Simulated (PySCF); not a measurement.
Cartesian coordinates (Å):
SMILES: C=[N]
```xyz
4

C     -0.0225     0.0029     0.0001
N      1.2043    -0.1525    -0.0087
H     -0.4731     1.0047     0.0101
H     -0.7087    -0.8551    -0.0015
```
Charge 0, spin multiplicity 2.

Question: Estimate the highest occupied spin orbital, total energy and dipole moment that TPSSh-D3(BJ)/def2-TZVP // PBE0-D3(BJ)/def2-TZVP (PySCF) returns for this input.

Answer: 
- highest occupied spin orbital: -6.98 eV
- total energy: -94.0257 Ha
- dipole moment: 2.45 D
